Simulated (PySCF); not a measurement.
H₈GeSi₂, singlet, at a GFN2-xTB geometry; DF-CAMB3LYP/def2-TZVPD run with PySCF.

The PySCF input:
```python
from pyscf import gto, scf, dft

mol = gto.M(
    atom='''
Si    2.323955    0.840276   -0.024386
Si    0.732523   -0.839951   -0.155217
Ge   -1.451272   -0.029103    0.081415
H     3.686632    0.323081   -0.164528
H     2.139314    1.848885   -1.071866
H     2.264802    1.547878    1.257992
H     0.927214   -1.873348    0.871329
H     0.791816   -1.565747   -1.431672
H    -1.871834    0.973883   -0.955322
H    -1.719560    0.704707    1.364899
H    -2.568368   -1.032594    0.038325
''',
    basis='def2-tzvpd',
    charge=0,
    spin=0,
    verbose=4,
    max_memory=1800,
)

mf = dft.RKS(mol)
mf.xc = 'camb3lyp'
mf = mf.density_fit(auxbasis='def2-universal-jkfit')
mf.kernel()
```

Predict the main parts of the log of this PySCF run.


```
PySCF version 2.14.0

[INPUT] verbose = 4
[INPUT] num. atoms = 11
[INPUT] num. electrons = 68
[INPUT] charge = 0
[INPUT] spin (= nelec alpha-beta = 2S) = 0
[INPUT] symmetry False subgroup None
[INPUT] Mole.unit = angstrom
[INPUT] Symbol           X                Y                Z      unit          X                Y                Z       unit  Magmom
[INPUT]  1 Si     2.323955000000   0.840276000000  -0.024386000000 AA    4.391638475814   1.587891509045  -0.046082861274 Bohr   0.0
[INPUT]  2 Si     0.732523000000  -0.839951000000  -0.155217000000 AA    1.384267849945  -1.587277348055  -0.293317619877 Bohr   0.0
[INPUT]  3 Ge    -1.451272000000  -0.029103000000   0.081415000000 AA   -2.742506612250  -0.054996699403   0.153852052431 Bohr   0.0
[INPUT]  4 H      3.686632000000   0.323081000000  -0.164528000000 AA    6.966724802058   0.610534606051  -0.310912859822 Bohr   0.0
[INPUT]  5 H      2.139314000000   1.848885000000  -1.071866000000 AA    4.042717554448   3.493886285816  -2.025533182233 Bohr   0.0
[INPUT]  6 H      2.264802000000   1.547878000000   1.257992000000 AA    4.279855506367   2.925065494240   2.377260346894 Bohr   0.0
[INPUT]  7 H      0.927214000000  -1.873348000000   0.871329000000 AA    1.752180518862  -3.540114656002   1.646573174391 Bohr   0.0
[INPUT]  8 H      0.791816000000  -1.565747000000  -1.431672000000 AA    1.496315381049  -2.958833010359  -2.705467980208 Bohr   0.0
[INPUT]  9 H     -1.871834000000   0.973883000000  -0.955322000000 AA   -3.537253610649   1.840372147370  -1.805296940772 Bohr   0.0
[INPUT] 10 H     -1.719560000000   0.704707000000   1.364899000000 AA   -3.249497454757   1.331703228064   2.579285297693 Bohr   0.0
[INPUT] 11 H     -2.568368000000  -1.032594000000   0.038325000000 AA   -4.853512107097  -1.951319857869   0.072423753724 Bohr   0.0

nuclear repulsion = 315.892947514206
number of shells = 88
number of NR pGTOs = 332
number of NR cGTOs = 212
basis = def2-tzvpd
ecp = {}

******** <class 'pyscf.df.df_jk.DFRKS'> ********
method = DFRKS
initial guess = minao
damping factor = 0
level_shift factor = 0
DIIS = <class 'pyscf.scf.diis.CDIIS'>
diis_start_cycle = 1
diis_space = 8
diis_damp = 0
SCF conv_tol = 1e-09
SCF conv_tol_grad = None
SCF max_cycles = 50
direct_scf = False
XC library pyscf.dft.libxc version 7.1.2
    S. Lehtola, C. Steigemann, M. J. T. Oliveira, and M. A. L. Marques,  SoftwareX 7, 1–5 (2018)
XC functionals = camb3lyp
    T. Yanai, D. P. Tew, and N. C. Handy,  Chem. Phys. Lett. 393, 51 (2004)
radial grids:
    Treutler-Ahlrichs [JCP 102, 346 (1995); DOI:10.1063/1.469408] (M4) radial grids

becke partition: Becke, JCP 88, 2547 (1988); DOI:10.1063/1.454033
pruning grids: <function nwchem_prune>
grids dens level: 3
symmetrized grids: False
atomic radii adjust function: <function treutler_atomic_radii_adjust>
small_rho_cutoff = 0
Set gradient conv threshold to 3.16228e-05
Initial guess from minao.
tot grids = 137464
******** <class 'pyscf.df.df.DF'> ********
auxbasis = def2-universal-jkfit
Create RSH-DF object <pyscf.df.df.DF object> for omega=0.33
******** <class 'pyscf.df.df.DF'> ********
auxbasis = auxmol.basis = def2-universal-jkfit
init E= -2660.09746527796
  HOMO = -0.30438575348442  LUMO = -0.0147626532305392  gap/eV = 7.88105
cycle= 1 E= -2660.88891274716  delta_E= -0.791  |g|= 0.645  |ddm|= 2.64
  HOMO = -0.372978527449435  LUMO = 0.00173368409985208  gap/eV = 10.19644
cycle= 2 E= -2660.89241670282  delta_E= -0.0035  |g|= 0.681  |ddm|= 0.812
  HOMO = -0.351896508268153  LUMO = 0.0162218781471994  gap/eV = 10.01701
cycle= 3 E= -2660.92345937106  delta_E= -0.031  |g|= 0.0259  |ddm|= 0.423
  HOMO = -0.348590678445007  LUMO = 0.0192055030691419  gap/eV = 10.00824
cycle= 4 E= -2660.92363632623  delta_E= -0.000177  |g|= 0.0126  |ddm|= 0.0483
  HOMO = -0.350753727480582  LUMO = 0.0184013249420589  gap/eV = 10.04522
cycle= 5 E= -2660.9236735519  delta_E= -3.72e-05  |g|= 0.00093  |ddm|= 0.0142
  HOMO = -0.350690655554571  LUMO = 0.018476276384691  gap/eV = 10.04554
cycle= 6 E= -2660.92367400921  delta_E= -4.57e-07  |g|= 0.000396  |ddm|= 0.00196
  HOMO = -0.35072676571578  LUMO = 0.0184663054372361  gap/eV = 10.04626
cycle= 7 E= -2660.92367405764  delta_E= -4.84e-08  |g|= 4.88e-05  |ddm|= 0.000451
  HOMO = -0.350725611492482  LUMO = 0.018467695449398  gap/eV = 10.04626
cycle= 8 E= -2660.92367405922  delta_E= -1.58e-09  |g|= 1.55e-05  |ddm|= 0.000119
  HOMO = -0.350728180089265  LUMO = 0.0184666725723847  gap/eV = 10.04630
cycle= 9 E= -2660.92367405931  delta_E= -9.37e-11  |g|= 2.64e-06  |ddm|= 2.75e-05
  HOMO = -0.350727728300523  LUMO = 0.0184667520849026  gap/eV = 10.04629
Extra cycle  E= -2660.92367405932  delta_E= -6.37e-12  |g|= 1.71e-06  |ddm|= 6.49e-06
converged SCF energy = -2660.92367405932
```
